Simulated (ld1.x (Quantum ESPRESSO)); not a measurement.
**O (Z = 8), PAW: configuration errors across variants**

| Quantity | Value |
| --- | --- |
| Element | oxygen (O) |
| Generator | ld1.x (Quantum ESPRESSO) 7.5 |
| Type | PAW |
| Functional | PBE |
| Relativity | scalar-relativistic |
| Frozen core | [He] |
| Valence charge | 6 |
| Reference configuration | 2s2 2p4 |
| Partial waves | 2s (bound): rcut 0.50, rcutus 0.70 bohr; 2s channel at 1.7 Ry: rcut 0.50, rcutus 0.70 bohr; 2p (bound): rcut 0.75, rcutus 0.95 bohr; 2p channel at -0.1 Ry: rcut 0.75, rcutus 0.95 bohr; 3d channel at -0.1 Ry: rcut 0.80, rcutus 0.95 bohr; 3d channel at 2.65 Ry: rcut 0.80, rcutus 0.95 bohr |
| Local potential | all-electron potential smoothed inside 0.55 bohr (lloc = -1) |
| Core correction | Bessel-smoothed model core, default radius (core density twice the valence density) |
| Augmentation charge | PSQ, radius 0.40 bohr |

All-electron excitation energies from the reference (eV): (1) 2s2 2p3 16.431; (2) 2s2 2p2 50.017; (3) 2s2 2p1 103.886; (4) 2s1 2p4 31.659; (5) 2s1 2p5 14.950; (6) 2s0 2p6 29.937; (7) 2s2 2p4.3 -2.123.

The overlap operator is not positive definite (basis up to 400 Ry) in “base”, “wave 3d channel at 2.65 Ry: rcut 0.80, rcutus 0.95 bohr becomes 3d channel at 0.1 Ry: rcut 0.80, rcutus 0.95 bohr”, “type ultrasoft; local potential all-electron potential smoothed inside 0.60 bohr (lloc = -1); augmentation PSQ, radius 0.45 bohr”, “augmentation BESSEL, radius 0.45 bohr”, “waves 3d channel at -0.1 Ry: rcut 0.80, rcutus 1.22 bohr; 3d channel at 2.65 Ry: rcut 0.80, rcutus 1.22 bohr”, “local potential all-electron potential smoothed inside 0.34 bohr (lloc = -1)”. Such files are unfit for use, however small their errors in these radial tests.

Errors AE − PS in meV (a dash: test not solved or not reliable):

```tsv
change	(1)	(2)	(3)	(4)	(5)	(6)	(7)	bound ghosts
base	-0.8	-2.9	-9.8	-1.5	-0.8	-2.4	+0.2	not determined (overlap not positive)
wave 3d channel at 2.65 Ry: rcut 0.80, rcutus 0.95 bohr becomes 3d channel at 0.1 Ry: rcut 0.80, rcutus 0.95 bohr	-0.8	-2.9	-9.8	-1.5	-0.8	-2.4	+0.2	not determined (overlap not positive)
type ultrasoft; local potential all-electron potential smoothed inside 0.60 bohr (lloc = -1); augmentation PSQ, radius 0.45 bohr	-0.5	-1.6	-7.4	+10	+13	+53	+0.2	not determined (overlap not positive)
augmentation BESSEL, radius 0.45 bohr	-0.7	-2.5	-8.6	+0.9	+2.0	+11	+0.2	not determined (overlap not positive)
waves 3d channel at -0.1 Ry: rcut 0.80, rcutus 1.22 bohr; 3d channel at 2.65 Ry: rcut 0.80, rcutus 1.22 bohr	-0.8	-2.9	-9.8	-1.5	-0.8	-2.4	+0.2	not determined (overlap not positive)
local potential all-electron potential smoothed inside 0.34 bohr (lloc = -1)	-0.6	-1.1	-4.0	-1.4	-0.8	-2.4	+0.2	not determined (overlap not positive)
```

**Question.** Give the same row for: local potential all-electron potential smoothed inside 0.65 bohr (lloc = -2).

**Answer.** -0.7, -2.1, -7.0, -1.5, -0.8, -2.4, +0.2; bound ghosts: none.
